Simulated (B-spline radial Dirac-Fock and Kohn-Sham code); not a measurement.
**K-line shifts caused by a second vacancy in Rb⁴⁺**

System: rubidium as Rb⁴⁺ in the configuration [Ar] 3d10 4s2 4p3.

Method: Dirac-Fock energy differences between relaxed states, corrected for Breit and QED terms. Computed with a radial finite-basis atomic code. Each two-hole energy is an average over J within one jj subconfiguration, not an observable level; in light atoms, where LS coupling holds, the j-resolved values are not observed lines, and for a K spectator the Kα1 hypersatellite is nearly forbidden. Correlation and solid-state effects are left out.

Lines without a spectator: Kα1 (K-L3) 13394.8 eV, Kβ1 (K-M3) 14960.2 eV. Shifts in eV with one spectator hole (a dash: not computed, or left out as unreliable):

```csv
spectator hole,Kα1,Kβ1
K (1s),+410.0,+510.3
M4 (3d3/2),-1.55,–
M5 (3d5/2),-0.68,–
```

Run: 59 s of CPU time on 1 thread of Neoverse-N1 (shared host), peak memory 0.43 GiB.
